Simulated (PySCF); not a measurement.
Coordinates in bohr (charge 0 multiplicity 3):
```
Cu    0.0000    0.0000   -0.3335
F     0.0000    0.0000    3.0560
F     3.1837    0.0000   -0.9739
F    -3.1837    0.0000   -0.9739
```

Level of theory: UPBE0/[Cu def2-TZVP, F def2-TZVP], no relativity, density fitting, PySCF.

This geometry of CuF3 is a stationary point at this level.

Question: What is the point group?

Answer: C2v.

Question: Is it a minimum?

Answer: Yes: all harmonic wavenumbers are real.

Question: Which band is strongest in the infrared?

Answer: 729 cm⁻¹ (b2), 52 km/mol.

Question: What are the dipole moment and the gap between the highest occupied and lowest empty levels of either spin?

Answer: 2.23 D and 2.85 eV.

Question: Give the atomic charges and bond orders.

Answer: 
| atom | Mulliken | Löwdin | polar tensor | spin (Mulliken) | Mayer order to Cu1 |
| --- | --- | --- | --- | --- | --- |
| Cu1 | 1.05 | 0.58 | 0.93 | 0.92 | – |
| F2 | -0.35 | -0.21 | -0.20 | 0.39 | 0.78 |
| F3,4 | -0.35 | -0.18 | -0.36 | 0.35 | 0.89 |

This need not be the most stable arrangement of these atoms. Open d and f shells are described by one determinant, and the ground state may have another occupation or spin. At this level a triplet minimum of D3h symmetry lies 50 kJ/mol below this structure.
